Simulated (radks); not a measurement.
All-electron atom: Ta LXVII in [He] 2s2 2p3 (the NIST ground configuration). Calculated with a radial shooting solver on a logarithmic mesh with Libxc functionals: Dirac Kohn-Sham, PBE, spin-unpolarised, spherical densities, finite nucleus; open shells are shared between the two j in proportion to 2j + 1; Fermi nuclear charge, rms radius 5.3507 fm. Some entries of the table are withheld. Estimate them.

orbital  occ.  eigenvalue (hartree)  <r^2> (bohr^2)  r(max) (bohr)
1s1/2       2             -2727.732       0.0004763        0.01166
2s1/2       2                   (1)        0.006860        0.06582
2p1/2       1             -639.0442        0.004837        0.04873
2p3/2       2             -588.5094        0.005898        0.05515
3s1/2       0             -275.0874             (2)         0.1726
3p1/2       0             -271.1794         0.03248            (3)
3p3/2       0             -256.7982         0.03650            (4)
3d3/2       0                   (5)             (6)         0.1281
3d5/2       0                   (7)             (8)         0.1312

Answer. 
(1) 2s1/2 eigenvalue (hartree): -650.7538
(2) 3s1/2 <r^2> (bohr^2): 0.03686
(3) 3p1/2 r(max) (bohr): 0.1592
(4) 3p3/2 r(max) (bohr): 0.1701
(5) 3d3/2 eigenvalue (hartree): -252.6518
(6) 3d3/2 <r^2> (bohr^2): 0.02596
(7) 3d5/2 eigenvalue (hartree): -248.9409
(8) 3d5/2 <r^2> (bohr^2): 0.02706
